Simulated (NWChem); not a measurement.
System meant: octafluorocyclopentene (C5F8); SMILES FC1=C(F)C(F)(F)C(F)(F)C1(F)F

Input file for NWChem:

```
start job
memory heap 200 mb stack 900 mb global 1100 mb
geometry units angstroms noautoz
  F      2.271672     0.099296    -1.472877
  C      1.219564     0.032741    -0.675544
  C      1.219564     0.032741     0.675544
  F      2.271672     0.099296     1.472877
  C     -0.168289    -0.102874     1.241586
  F     -0.398728     0.766961     2.255261
  F     -0.406800    -1.360214     1.710437
  C     -1.078131     0.194224     0.000000
  F     -1.412620     1.505370     0.000000
  F     -2.196236    -0.553653     0.000000
  C     -0.168289    -0.102874    -1.241586
  F     -0.398728     0.766961    -2.255261
  F     -0.406800    -1.360214    -1.710437
end
basis spherical
  * library def2-svp
end
dft
  odft
  mult 2
  xc xpbe96 cpbe96
  iterations 150
  semidirect filesize 400000000
  mulliken
end
task dft energy
```

End of the output:

```
 Summary of "ao basis" -> "" (spherical)
 ------------------------------------------------------------------------------
       Tag                 Description            Shells   Functions and Types
 ---------------- ------------------------------  ------  ---------------------
 *                          def2-svp                  on all atoms

  pbe96 is a nonlocal functional; adding pw91lda local functional.

                                 NWChem DFT Module
                                 -----------------

 Summary of "ao basis" -> "ao basis" (spherical)
 ------------------------------------------------------------------------------
       Tag                 Description            Shells   Functions and Types
 ---------------- ------------------------------  ------  ---------------------
 F                          def2-svp                 6       14   3s2p1d
 C                          def2-svp                 6       14   3s2p1d

 Summary of "ao basis" -> "ao basis" (spherical)
 ------------------------------------------------------------------------------
       Tag                 Description            Shells   Functions and Types
 ---------------- ------------------------------  ------  ---------------------
 F                          def2-svp                 6       14   3s2p1d
 C                          def2-svp                 6       14   3s2p1d

      Symmetry analysis of basis
      --------------------------

        a'        100
        a"         82

  number of electrons :                  102
  multiplicity        :                    2
 ------------------------------------------------------------------------
  no. of electrons and multiplicity not compatible                 102
 ------------------------------------------------------------------------
 ------------------------------------------------------------------------
  current input line :
    29: task dft energy
 ------------------------------------------------------------------------
 ------------------------------------------------------------------------
 There is an error in the input file
 ------------------------------------------------------------------------
 For more information see the NWChem manual at https://nwchemgit.github.io

0: no. of electrons and multiplicity not compatible:Received an Error in Communication
```

Question: Find the fault in this run and fix the input.

Answer: The input was rejected before any calculation. Cause: the multiplicity doesn't fit the number of electrons (an even count wants an odd multiplicity, and the reverse). This input runs:
```
start job
memory heap 200 mb stack 900 mb global 1100 mb
geometry units angstroms noautoz
  F      2.271672     0.099296    -1.472877
  C      1.219564     0.032741    -0.675544
  C      1.219564     0.032741     0.675544
  F      2.271672     0.099296     1.472877
  C     -0.168289    -0.102874     1.241586
  F     -0.398728     0.766961     2.255261
  F     -0.406800    -1.360214     1.710437
  C     -1.078131     0.194224     0.000000
  F     -1.412620     1.505370     0.000000
  F     -2.196236    -0.553653     0.000000
  C     -0.168289    -0.102874    -1.241586
  F     -0.398728     0.766961    -2.255261
  F     -0.406800    -1.360214    -1.710437
end
basis spherical
  * library def2-svp
end
dft
  xc xpbe96 cpbe96
  iterations 150
  semidirect filesize 400000000
  mulliken
end
task dft energy
```
It converges to -987.51002 Ha (PBE/def2-SVP).
